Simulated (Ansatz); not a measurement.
Reaction (ligand exchange at the Si–C bond): `B[CH]([SiH3])[GeH3]` + `C=C(F)S` → `C=C(F)S[SiH3]` + `B[CH2][GeH3]`

Gas-phase electronic energies from Ansatz, PBE0-D4/def2-TZVP geometries. CCSD(T)/CBS adds triple-zeta CCSD(T) − MP2 to the extrapolated MP2 energy (def2 sets, frozen cores). DFT in def2-TZVPP. For Ge outer-core shells are correlated without core-valence functions, which leaves a few kJ/mol of doubt a bond. Scalar relativity is left out up to krypton. Each species was taken in one conformer, which may not be the lowest.

| level | ΔE (kJ/mol) |
| --- | --- |
| r2SCAN-D4 | -51.5 |
| PBE0-D4 | -49.9 |
| ωB97X-V | -49.4 |
| B2PLYP | -52.8 |
| MP2/def2-TZVPP | -47.1 |
| HF/def2-QZVPP | -55.8 |
| MP2/def2-QZVPP | -47.8 |
| CCSD/CBS(def2) | -47.4 |

(1) What does CCSD(T)/CBS give? (Estimate.)

Largest T1 diagnostic among the species: 0.013.

Results:

(1) The calculation gave: -46.9 kJ/mol. The listed levels differ from it by -4.6, -3.0, -2.5, -5.9, -0.2, -8.9, -0.9, -0.5 kJ/mol.

The D4 term adds +3.9 kJ/mol with B3LYP and +2.1 kJ/mol with PBE0; it sums over pairs of atoms, weighted by their polarisabilities, and B3LYP, whose exchange is more repulsive, gets the larger term. In def2-TZVPP, CCSD(T) changes the Hartree–Fock value by +10.5 kJ/mol (the triples alone add +0.5 kJ/mol) and MP2 by +9.0 kJ/mol.

B3LYP here is the variant with VWN-RPA as its local correlation; programs differ in this.
